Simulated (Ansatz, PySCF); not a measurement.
Reaction R1 + R2 → P1 + P2, each structure at its B3LYP-D3(BJ)/def2-TZVP stationary point, reached from a drawn start (curvature not checked).
R1: H9NSi3 (SMILES [SiH3]N([SiH3])[SiH3]), charge 0, multiplicity 1.
R2: NH2 (SMILES [NH2]), charge 0, multiplicity 2.
P1: H8NSi3 (SMILES [SiH2]N([SiH3])[SiH3]), charge 0, multiplicity 2.
P2: NH3 (SMILES N), charge 0, multiplicity 1.

P less R. No zero-point or thermal terms; singlets are restricted closed shells; open shells are unrestricted.

Correlated levels freeze the cores.

The values were computed with Ansatz (Gaussian orbitals); PySCF for the D3/D4 terms. No computed number here is a measurement.

Question: Estimate the reaction energy that revPBE-D4/def2-TZVPP returns for this input.

Answer: -95 kJ/mol

Question: What is the computed reaction energy (MP2/cc-pV(D+d)Z)?

Answer: -80 kJ/mol

Question: What reaction energy does CCSD/cc-pV(T+d)Z give?

Answer: -72 kJ/mol

Ansatz is a first-principles code.
